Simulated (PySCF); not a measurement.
# How methods differ on the ionisation energy of B²⁺

B²⁺ [He] 2s1 (2S) → B³⁺ 1s2 (1S), as a difference of total energies. Calculation: PySCF 2.14, in x2c-TZVPPall (5s3p2d1f, 31 functions); scalar relativity by spin-free X2C-1e. Correlated levels: valence and next inner shell: nothing frozen. The calculations carry no spin-orbit coupling.

```json
{"method": "UHF", "ionisation energy (eV)": "37.821"}
{"method": "MP2 (valence and next inner shell)", "ionisation energy (eV)": "37.838"}
{"method": "SCS-MP2 (valence and next inner shell)", "ionisation energy (eV)": "37.838"}
{"method": "CCSD (valence and next inner shell)", "ionisation energy (eV)": "37.841"}
{"method": "CCSD(T) (valence and next inner shell)", "ionisation energy (eV)": "37.841"}
{"method": "CCSDT (valence and next inner shell)", "ionisation energy (eV)": "37.841"}
```

**Question.** How much does correlation contribute at CCSD(T) (valence and next inner shell)?

**Answer.** 37.841 − (37.821) = 0.020 eV, measured against UHF.

Errors of the correlated levels include the incompleteness of this basis.

For comparison: 37.931 eV (measured; NIST Atomic Spectra Database, ionization energies).
